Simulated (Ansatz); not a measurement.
Cost and result up the ladder for the cluster Be4O4 (8 atoms). The state is a singlet with charge 0. Geometry: PBE-D4/def2-SVP.

```csv
atom,x (Å),y (Å),z (Å)
Be1,0.2509,1.2419,0.0990
Be2,-0.8977,-0.1819,-0.8809
Be3,-0.4098,-0.4400,1.1196
Be4,1.0567,-0.6200,-0.3377
O5,1.0871,0.2202,1.0667
O6,-0.3038,-1.5038,-0.1199
O7,0.4962,0.5328,-1.3558
O8,-1.2795,0.7508,0.4091
```

Ansatz on 4 threads of Arm Neoverse V1 on a shared host. Times are rough, and most runs start from the orbitals of an earlier one. PBE0-D4/def2-TZVP serves as the yardstick here, not as an exact answer. Binding counts from free atoms at the same level (Be singlet, O triplet; other spins of the atoms weren't run), without zero-point energy or a counterpoise term.

Correlated methods freeze 4 core orbitals. Another isomer (singlet) lies 1.74 eV lower at PBE0-D4/def2-TZVP; other spin states weren't run for this one.

Correlated methods converge slowly with the basis.

```tsv
level	functions	wall time
LDA (SPW92)/def2-TZVP	200	1.2 s
PBE-D4/def2-TZVP (with forces)	200	2.4 s
BHLYP-D4/def2-TZVP	200	2.9 s
PBE0-D4/def2-TZVP	200	3.2 s
r2SCAN-D4/def2-TZVP	200	4.5 s
CCSD(T)/def2-TZVPP	200	2.6 min
```

(1) Estimate what each level gives for the binding energy per atom (eV).

## Answers

(1) 
```json
{"level": "LDA (SPW92)/def2-TZVP", "binding energy per atom (eV)": "5.60", "difference from PBE0-D4/def2-TZVP (eV)": "0.87"}
{"level": "PBE-D4/def2-TZVP (with forces)", "binding energy per atom (eV)": "4.93", "difference from PBE0-D4/def2-TZVP (eV)": "0.20"}
{"level": "BHLYP-D4/def2-TZVP", "binding energy per atom (eV)": "4.48", "difference from PBE0-D4/def2-TZVP (eV)": "-0.26"}
{"level": "PBE0-D4/def2-TZVP", "binding energy per atom (eV)": "4.74", "difference from PBE0-D4/def2-TZVP (eV)": "0.00"}
{"level": "r2SCAN-D4/def2-TZVP", "binding energy per atom (eV)": "4.87", "difference from PBE0-D4/def2-TZVP (eV)": "0.13"}
{"level": "CCSD(T)/def2-TZVPP", "binding energy per atom (eV)": "4.41", "difference from PBE0-D4/def2-TZVP (eV)": "-0.32"}
```
